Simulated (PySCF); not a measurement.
Molecule: sum formula H$_{4}$SiNO$_{3}$, net charge 0, doublet state. It need not be the lowest isomer of its formula. 
Coordinates optimised at B3LYP-D3(BJ)/def2-TZVP (Ansatz):
```xyz
9

Si    -0.0174    -0.0099    -0.0027
O      1.4382    -0.3861    -0.6553
O      0.3037     0.5302     1.5128
O     -0.8487     1.1523    -0.7931
N     -1.0188    -1.4280    -0.1555
H      1.4381    -0.9549    -1.4298
H      1.1545     0.2901     1.8887
H     -0.7416     2.0578    -0.4909
H     -1.6222    -1.6290     0.6432
```
Charge 0, spin multiplicity 2.

Dispersion corrections to the total energy (kcal/mol) from the dftd3 and dftd4 libraries through PySCF: D3(BJ) without and D4 with the three-body term, each with the damping fitted for the functional named.

```csv
functional,D3(BJ),D4
r2SCAN,-1.05,-1.01
B3LYP,-6.79,-6.87
PBE,-3.85,-4.25
PBE0,-3.33,-3.54
BHLYP,-5.41,(withheld)
BP86,-6.19,(withheld)
HSE06,(withheld),-3.28
```

**Question.** Complete the blanks.

**Answer.** 
- BHLYP, D4: -5.04
- BP86, D4: -5.60
- HSE06, D3(BJ): -2.52
